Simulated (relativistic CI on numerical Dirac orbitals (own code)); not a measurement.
Calculated at this level of theory: Dirac-Coulomb-Breit CI, separate exchange-only KLI orbitals for each configuration, model QED, unscaled Slater integrals (own radial code, finite nucleus).

The strongest absorption lines from the ground level of an ion, among the configurations computed and to levels below about 8630 eV (vacuum wavelength in nm, gf): 0.16442 (0.38), 0.16725 (0.34), 0.16765 (1.9), 0.16777 (1.1), 0.16779 (0.61), 0.16933 (0.89), 0.18346 (2.2), 1.2193 (0.42).

(1) Which ion is it?
A. Er⁶¹⁺
B. Ce⁵¹⁺
C. Eu⁵⁶⁺
D. Eu⁵⁸⁺

Results:

(1) C. Eu⁵⁶⁺ has 7 electrons and the ground level 2s²2p³ ²P°3/2; the strongest line goes to 2s²2p²3d ²D5/2. The pattern of lines fixes the number of electrons, and along that sequence the line energies rise steadily with the charge (about as its square where n changes within one kind of shell, about linearly where n is kept but much faster in heavy ions where fine structure, which grows about as Z⁴, sets the gap, and irregularly where shells cross), which fixes Z. Configurations outside the model, such as inner-shell arrays, can give stronger lines. At this charge energies of transitions that change n are usually good to better than 1 %, and those within a shell (Δn = 0) to a few per cent.

LS names give the leading component of a level, which can be under half, so a name can repeat, a term be missing and a line seem to break the LS rules.
